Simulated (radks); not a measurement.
The numbers below are computed, except where a source is named.
Problem. The table gives one normalised radial function P(r) = r R(r) of K4+ in [Ne] 3s2 3p3 (r in bohr). Code: a radial shooting solver on a logarithmic mesh with Libxc functionals. Model: scalar-relativistic Kohn-Sham, r2SCAN, spin-polarised, spherical densities, finite nucleus; open shells are filled with parallel spins first; meta-GGA in the generalised Kohn-Sham scheme; Fermi nuclear charge, rms radius 3.4349 fm.

r          P
0.00424   0.0000
0.006078  0.0000
0.008642  0.0000
0.01239   0.0001
0.01761   0.0002
0.02525   0.0005
0.03618   0.0015
0.05145   0.0039
0.07375   0.0101
0.1049    0.0244
0.1503    0.0568
0.2137    0.1206
0.3063    0.2367
0.4356    0.4093
0.6243    0.6301
0.8877    0.8223
1.272     0.8505
1.809     0.6279
2.593     0.2868
3.687     0.0745

Which n and l does it have? It may be an empty orbital.

Solution. n = 3, l = 2: the number of nodes gives n - l - 1 = 0, the rise at small r (about r^(l+1)) gives l, and the extent must fit the shell. The curve is that of 3d up; the table hardly tells the two spins apart. 3d up (empty): eigenvalue -46.096 eV, 0 radial nodes, <r> = 1.36 bohr, 90 % of the charge inside 2.13 bohr.
